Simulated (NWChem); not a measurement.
Molecule: C$_{2}$H$_{3}$Cl$_{3}$; SMILES CC(Cl)(Cl)Cl

Computed with NWChem. Pople sets run with spherical d functions. Coordinates come from a PBE0/def2-SVP optimisation. Total energies compare along this basis series because the functional is fixed.

```json
[
 {"level": "B3LYP/STO-3G", "basis functions": "40", "energy (Ha)": "-1442.6120", "highest occupied level (eV)": "-7.01", "orbital gap (eV)": "8.73", "dipole (D)": "2.24"},
 {"level": "B3LYP/3-21G", "basis functions": "63", "energy (Ha)": "-1451.5610", "highest occupied level (eV)": "-8.49", "orbital gap (eV)": "7.50", "dipole (D)": "2.24"},
 {"level": "B3LYP/6-31G*", "basis functions": "88", "energy (Ha)": "-1458.5867", "highest occupied level (eV)": "-8.35", "orbital gap (eV)": "7.38", "dipole (D)": "1.92"},
 {"level": "B3LYP/6-31+G*", "basis functions": "108", "energy (Ha)": "-1458.5934", "highest occupied level (eV)": "-8.50", "orbital gap (eV)": "7.25", "dipole (D)": "1.95"},
 {"level": "B3LYP/def2-SVP", "basis functions": "97", "energy (Ha)": "-1458.1548", "highest occupied level (eV)": "-8.13", "orbital gap (eV)": "7.90", "dipole (D)": "1.65"},
 {"level": "B3LYP/def2-SVPD", "basis functions": "145", "energy (Ha)": "-1458.1846", "highest occupied level (eV)": "-8.52", "orbital gap (eV)": "7.35", "dipole (D)": "1.83"},
 {"level": "B3LYP/def2-TZVP", "basis functions": "191", "energy (Ha)": "-1458.7250", "highest occupied level (eV)": "-8.39", "orbital gap (eV)": "7.38", "dipole (D)": "1.78"},
 {"level": "B3LYP/6-311++G**", "basis functions": "155", "energy (Ha)": "-1458.7096", "highest occupied level (eV)": "-8.50", "orbital gap (eV)": "7.28", "dipole (D)": "1.93"},
 {"level": "B3LYP/aug-cc-pVTZ", "basis functions": "311", "energy (Ha)": "-1458.7458", "highest occupied level (eV)": "-8.47", "orbital gap (eV)": "7.26", "dipole (D)": "1.81"}
]
```
